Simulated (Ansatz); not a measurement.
```yaml
crystal:
  periodic: [false, false, false]
  atoms:
    - {symbol: B, position_ang: [-1.952341, 1.681486, 0.804023]}
    - {symbol: O, position_ang: [-0.365366, 1.282175, 0.421106]}
    - {symbol: Si, position_ang: [0.449547, -0.138364, -0.864368]}
    - {symbol: B, position_ang: [1.943206, -1.770221, 0.301936]}
    - {symbol: H, position_ang: [-3.093936, 0.941434, 0.157879]}
    - {symbol: H, position_ang: [-2.185554, 2.779838, 1.797220]}
    - {symbol: H, position_ang: [-0.933964, -1.050662, -1.723209]}
    - {symbol: H, position_ang: [1.423953, 0.792540, -2.149089]}
    - {symbol: H, position_ang: [2.635023, -2.813238, -0.517396]}
    - {symbol: H, position_ang: [2.183308, -1.768986, 1.775522]}
basis:
  gaussian: {orbitals: cc-pVTZ, point_charges: [{charge: -1.00, position_ang: [6.425, 0.854, -0.195]}]}
total_charge: 1
magnetization: {spin_polarized: true, initial_magnetization: 1}
hamiltonian: {xc: {name: HF}}
correlation: {active_space: {window: {electrons: 3, orbitals: 2}}}
output: {forces: true}
```

```sh
$ ansatz run in.yaml --threads 2 --pin off --events-out ev --progress --plain --max-ram 4352MiB
```

Question: How does Ansatz answer? (Best estimate.)

Answer: Computed: The input was rejected before any iteration.
```
Error: invalid value for `correlation.active_space`: it starts from restricted Hartree–Fock orbitals; set hamiltonian.xc: hf without magnetization.spin_polarized
```
